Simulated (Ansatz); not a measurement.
Input for Ansatz (an electronic-structure program): R-B3LYP/def2-TZVPPD on HF (SMILES F). Files ending in .json are basis or fitting sets from the Basis Set Exchange.

Ansatz 0.2 input:
```yaml
crystal:
  periodic: [false, false, false]
  atoms:
    - {symbol: F, position_ang: [-0.20220298, -0.42935252, -0.46784282]}
    - {symbol: H, position_ang: [-0.10078953, -0.77048519, 0.39115753]}
basis:
  gaussian:
    orbitals: def2-TZVPPD.json
hamiltonian:
  xc: {name: B3LYP}
scf: {lower_state_search: off}
```

Q: Give the final energy of this run.

A: -100.4952 hartree.
